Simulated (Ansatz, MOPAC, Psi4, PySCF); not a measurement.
Species: BNH (charge 0, doublet). SMILES: [N]=B
Coordinates optimised at B3LYP-D3(BJ)/def2-TZVP (Ansatz, a first-principles code):
```xyz
3

B      0.0000     0.0000    -0.6130
N      0.0000     0.0000     0.6925
H      0.0000     0.0000    -1.7820
```
Charge 0, spin multiplicity 2.

Property: vertical electron affinity to the singlet, in eV. Set-up: frozen cores in correlated levels; PM7 with its own dispersion and hydrogen-bond terms; 6-311+G** with 5d; no dispersion term unless named; non-relativistic; spin-orbit terms left out; 6-31G* and kin with 6d, 5d where marked; UHF or UKS for open shells; each state is the SCF solution reached for its charge and spin. Ab initio and DFT rows: single points at B3LYP-D3(BJ) geometries (Ansatz). Semi-empirical rows: differences of heats of formation at the shared geometry for vertical values. Sets without +, aug- or the D of def2-TZVPD hold no diffuse functions, which anions need. A UHF reference is markedly spin-contaminated in at least one set, which strains HF and MP2.

```csv
level,program,vertical electron affinity to the singlet (eV)
AM1,MOPAC,2.22
PM3,MOPAC,3.43
PM6,MOPAC,3.45
PM7,MOPAC,3.95
MNDO,MOPAC,2.96
PBE/6-31G*,Ansatz,2.22
PBE/6-311+G**,Ansatz,3.01
B3LYP/STO-3G,Ansatz,-1.19
B3LYP/3-21G,Ansatz,2.27
B3LYP/6-31G*,Ansatz,2.08
B3LYP/6-311+G**,Ansatz,2.88
wB97X-D/6-31G*,Psi4,2.09
MP2/6-311+G**,Ansatz,3.11
M06-2X/def2-TZVPD,PySCF,2.74
```

No value to compare with is used here. The 13 habitual levels span -1.19 (B3LYP/STO-3G) to 3.95 eV (PM7); M06-2X/def2-TZVPD gives 2.74.

The levels are drawn from those run, B3LYP/6-31G* more often than the rest, none by its result; runs whose electronic state is in doubt are left out.
